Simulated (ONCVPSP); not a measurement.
**Pseudopotential generation for V (Z = 23): ONCV, PBEsol, scalar-relativistic.**

ONCVPSP 4.0.1 input, shortened (lines: element, Z, core and valence counts, functional; n l f; lmax; l rc ep ncon nbas qcut; lloc lpopt rc5 dvloc0; l nproj debl; icmod fcfact rcfact), PBEsol, scalar-relativistic:

```
  V 23.00    3    4  -116133      upf
    1    0    2.00
    2    0    2.00
    2    1    6.00
    3    0    2.00
    3    1    6.00
    3    2    3.00
    4    0    2.00
    2
    0    1.90    0.00    4    9    8.10
    1    1.35    0.00    4    7   12.10
    2    2.20    0.00    3    8    8.10
    4    5    0.95    4.00
    0    2    2.20
    1    1    2.30
    2    2    2.90
    2    0.40    0.95
```

* Cutoffs needed: 22 Ha and 32 Ha (the cutoffs (Ha) at which the residual kinetic energy of the hardest occupied pseudo-wave falls to 1 and 0.1 mHa per electron)
* Ghost test: no bound ghost flagged; no localised positive-energy state flagged
* Largest excitation error: +115 meV (all-electron minus pseudo) for 3s2 3p6 3d2 4s0, out of 4 test configurations
* rms error of d²Exc/dni dnj: 2.85 mHa without and 1.33 mHa with the model core
